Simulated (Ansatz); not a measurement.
Species: C$_{3}$H$_{9}$OSi (charge 0, doublet). It need not be the lowest isomer of its formula. SMILES: [Si]([O])(C)(C)C
Geometry: optimised at B3LYP-D3(BJ)/def2-TZVP (Ansatz, a program for electronic structure).

Computed values are from Ansatz. Cores are frozen in the correlated levels unless marked. UHF or UKS for open shells. No spin-orbit coupling. Non-relativistic. CBS marks a two-point X^-3 extrapolation of the correlation energy; Hartree-Fock from the larger set. [CCSD(T)-MP2]/basis is that difference in the basis named.

Question: What is the total energy at RI-MP2/CBS(cc-pV(T+d)Z,cc-pV(Q+d)Z)+[CCSD(T)-MP2]/cc-pV(D+d)Z?

Answer: -483.8163 Eh.

Question: What is the dipole moment at wB97M-V/def2-TZVPD?

Answer: 2.21 D.

Question: What is the T1 diagnostic at CCSD/cc-pV(D+d)Z?

Answer: 0.015.

Question: What is the atomisation energy De at RI-MP2/CBS(cc-pV(T+d)Z,cc-pV(Q+d)Z)+[CCSD(T)-MP2]/cc-pV(D+d)Z?

Answer: 5252.1 kJ/mol.
